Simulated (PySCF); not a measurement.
PySCF 2.14 output of an unrestricted PBE calculation on a single atom or ion in x2c-TZVPPall, with the spin-free X2C one-electron Hamiltonian (Gaussian nucleus):

```
SCF conv_tol = 1e-09
number electrons alpha = 11  beta = 9
    J. P. Perdew, K. Burke, and M. Ernzerhof.,  Phys. Rev. Lett. 77, 3865 (1996)
    J. P. Perdew, K. Burke, and M. Ernzerhof.,  Phys. Rev. Lett. 78, 1396 (1997)
    J. P. Perdew, K. Burke, and M. Ernzerhof.,  Phys. Rev. Lett. 77, 3865 (1996)
    J. P. Perdew, K. Burke, and M. Ernzerhof.,  Phys. Rev. Lett. 78, 1396 (1997)
cycle= 1 E= -680.04726092364  delta_E= -0.00247  |g|= 0.0772  |ddm|= 0.177
cycle= 2 E= -680.042122350822  delta_E= 0.00514  |g|= 0.125  |ddm|= 0.254
cycle= 3 E= -680.050890035381  delta_E= -0.00877  |g|= 0.0033  |ddm|= 0.15
cycle= 4 E= -680.05089703274  delta_E= -7e-06  |g|= 9.77e-05  |ddm|= 0.00458
cycle= 5 E= -680.050897040155  delta_E= -7.41e-09  |g|= 2.74e-05  |ddm|= 0.000216
cycle= 6 E= -680.050897040729  delta_E= -5.74e-10  |g|= 2.57e-06  |ddm|= 4.65e-05
converged SCF energy = -680.050897040729  <S^2> = 2.0001065  2S+1 = 3.000071
```

The run itself started from symmetry-adapted Hartree-Fock orbitals and held the occupation by maximum overlap, on a logarithmic radial grid, so the iterations belong to that start.

Problem. Which element, charge and spin multiplicity is this?

Solution. Ca (calcium, neutral), multiplicity 3; the state was [Ar] 3d2, high-spin 3F determinant (an excited configuration).
